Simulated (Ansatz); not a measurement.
Total energies of F4Ga2H2, SMILES `[F][Ga@H-]1[F+][Ga@@H-]([F])[F+]1`.

```xyz
8

F    -0.7710    2.0691   -1.3038
Ga    0.5276    0.9562   -1.0032
F     0.5150    0.6680    0.8987
Ga   -0.3877   -1.0281    0.9959
F    -2.0246   -0.6485    1.4340
F    -0.3031   -0.7765   -0.9094
H     1.9354    0.9265   -1.6142
H     0.5084   -2.1668    1.5020
```

Total charge 0; spin multiplicity 1. Correlated methods include outer-core shells of Ga, which these sets cover unevenly. Scalar relativity is left out up to krypton. All single points use the PBE0-D4/def2-TZVP geometry. Basis def2-TZVPP, Ansatz 0.2.0.

RPA on PBE orbitals: Hartree–Fock energy of these orbitals -4245.70669 Eh, correlation -2.18435 Eh (frozen core).

| functional | kind | energy without D4 (Eh) | D4 term (kJ/mol) |
| --- | --- | --- | --- |
| revPBE | GGA | -4250.24928 | -47.4 |
| ωB97X-V | range-separated hybrid GGA with VV10 | -4250.20049 | – |

Q: Give the same for LDA (SPW92), PBE, BLYP, r2SCAN, B97M-V, PBE0, B3LYP, r2SCANh, r2SCAN0, HSE06 (plane-wave form), BHLYP, CAM-B3LYP, LC-ωPBE, ωB97M-V, B2PLYP, PBE-QIDH. (An estimate is asked.)

A: The calculation gave: 
```tsv
functional	kind	energy without D4 (Eh)	D4 term (kJ/mol)
LDA (SPW92)	LDA	-4242.08882	–
PBE	GGA	-4249.71557	-18.4
BLYP	GGA	-4250.79206	-39.2
r2SCAN	meta-GGA	-4250.51014	-4.2
B97M-V	meta-GGA with VV10	-4249.80715	–
PBE0	global hybrid, 25 % exact exchange	-4249.79359	-15.6
B3LYP	global hybrid, 20 %	-4250.78539	-29.9
r2SCANh	meta-GGA hybrid, 10 %	-4250.46539	-4.6
r2SCAN0	meta-GGA hybrid, 25 %	-4250.40123	-5.2
HSE06 (plane-wave form)	screened hybrid	-4249.77653	-14.8
BHLYP	global hybrid, 50 %	-4250.49396	-26.3
CAM-B3LYP	range-separated hybrid	-4250.84374	-16.2
LC-ωPBE	long-range corrected hybrid	-4249.97591	–
ωB97M-V	range-separated hybrid meta-GGA with VV10	-4250.38569	–
B2PLYP	double hybrid	-4249.75677	–
PBE-QIDH	double hybrid	-4249.08786	–
```

B3LYP takes the VWN-RPA correlation (the form of Gaussian; ORCA's B3LYP/G). HSE06 is the plane-wave form, built on full-range PBE exchange. The double hybrids freeze the cores in their second-order part.

LC-ωPBE has ω = 0.4 bohr⁻¹.
